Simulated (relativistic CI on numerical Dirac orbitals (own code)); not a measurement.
# Rh7+: 4d valence photoemission

Computed with this model: Dirac-Coulomb-Breit CI, KLI orbitals optimised for each configuration, a model potential for QED, valence Slater integrals scaled by 0.9, multiplet model of photoemission in the sudden approximation; configurations [Kr] 4d2 → [Kr] 4d; 300 K; Lorentzian 0.3 eV and Gaussian 0.5 eV FWHM. Energies are those of the free ion, without screening or charge transfer. The energies are binding energies and can lie tens of eV above those of solids. S is read from ⟨S²⟩ = S(S + 1).

Field parameters in Wybourne normalisation: D4h B²₀ = −7Ds, B⁴₀ = 21(Dq − Dt), B⁴₄ = 21√(5/14) Dq. The field is a parameter set, without covalency.

free ion: ground-state S = 0.98, centroid 115.74 eV. Peaks (eV, height): 115.7 (100).

D4h, 10Dq = 43850, Ds = -1500, Dt = 490 cm⁻¹: ground-state S = 1.00, centroid 117.52 eV. Peaks (eV, height): 117.1 (98), 117.8 (100).

D4h, 10Dq = 43850, Ds = -600, Dt = 490 cm⁻¹: ground-state S = 1.00, centroid 117.47 eV. Peaks (eV, height): 117.4 (100).

D4h, 10Dq = 43850, Ds = 300, Dt = 490 cm⁻¹: ground-state S = 0.99, centroid 117.41 eV. Peaks (eV, height): 117.4 (100).

D4h, 10Dq = 43850, Ds = 2100, Dt = 490 cm⁻¹: ground-state S = 0.99, centroid 117.48 eV. Peaks (eV, height): 117.5 (100).

D4h, 10Dq = 43850, Ds = 3000, Dt = 490 cm⁻¹: ground-state S = 1.00, centroid 117.57 eV. Peaks (eV, height): 117.5 (100).

Strongest unbroadened transitions for D4h, 10Dq = 43850, Ds = -600, Dt = 490 cm⁻¹:

| Energy (eV) | Relative strength |
| --- | --- |
| 117.09 | 1.7 |
| 117.20 | 54.3 |
| 117.21 | 96.9 |
| 117.53 | 1.1 |
| 117.64 | 56.5 |
| 117.65 | 100.0 |
| 117.86 | 0.7 |
| 117.97 | 2.5 |
| 117.98 | 3.6 |
| 122.71 | 0.4 |
| 122.72 | 0.2 |
| 122.73 | 1.0 |
